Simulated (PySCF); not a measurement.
## Checking a proposed structure

A compound C5H13NSi gives the data below (simulated from a calculation) and was assigned the structure `C[C@H]1C[C@@H](N[SiH3])C1`.

¹³C{¹H} NMR (computed): δ 61.2 (CH), 45.9 (CH3, 2C), 31.4 (CH2), 1.6 (CH2).

¹H NMR (300 MHz, computed): δ 4.72 (m, 1H), 4.64 (m, 1H), 2.53 (m, 1H), 2.32 (m, 1H), 2.17 (m, 1H), 2.04 (s, 6H), 1.21 (m, 1H), 1.15 (m, 1H).

- geometry: GFN2-xTB
- shielding tensors at PBE0/pcSseg-1 (GIAO)
- run in PySCF
- equivalent nuclei averaged, relativity neglected, one conformer, isolated molecule

Referencing at the same level of theory: ¹H (31.72 ppm) and ¹³C (186.93 ppm) against TMS.

Question: Compare with the shifts computed for the proposed structure, pairing carbons in order of shift.

Answer: Structure with atom numbers: `[CH3:1][C@H:2]1[CH2:3][C@@H:4]([NH:5][SiH3:6])[CH2:7]1` (H(Xn): hydrogen on atom n).

| atom | computed for proposal | given list | difference |
| --- | --- | --- | --- |
| C4 | 47.5 | 61.2 | -13.7 |
| C3 | 44.9 | 45.9 | -1.0 |
| C7 | 44.9 | 45.9 | -1.0 |
| C1 | 26.2 | 31.4 | -5.2 |
| C2 | 22.4 | 1.6 | +20.8 |

The rms difference is 11.4 ppm and the largest +20.8 ppm at C2 (sp3 CH in a ring). The carbon types in order of shift don't match either: CH, CH2, CH2, CH3, CH for the proposal against CH, CH3, CH3, CH2, CH2 in the data. The proposal doesn't fit.

Question: Which isomer fits?

Answer: `CN(C)[C@@H]1CC[SiH2]1`.

- Carbon types of the structure: 1 × CH, 2 × CH2, 2 × CH3, leaving 2 H on heteroatoms.
- δC 61.2: sp3 CH bonded to N and Si; deshielded by the electronegative neighbour.
- δC 31.4: sp3 CH2 in a ring; a saturated carbon with 2 carbon neighbours and no heteroatom attached.
- δC 1.6: sp3 CH2 bonded to Si; an electropositive neighbour leaves it electron-rich and shielded.
- δH 2.32: hydrogen on an sp3 CH bonded to N and Si; its carbon carries N, which withdraws density.

Other isomers checked: CC[C@H]1C[Si@H](N)C1 (rms 14.9 ppm); CC1([SiH2]N)CCC1 (rms 18.3 ppm).

The shifts were computed for this structure.

Shifts are as computed. Against solution values, carbons near 30 ppm lie about +3 ppm off and those near 130 ppm about +5 ppm. Of 1211 compounds with measured shifts, 218 miss one by over three times the rms of a fit or turn the order of signals round; such compounds aren't used in these exercises. Multiplicities follow the n + 1 count of equivalent neighbours, as no J values were calculated; m marks all less simple cases, F and P coupling included.
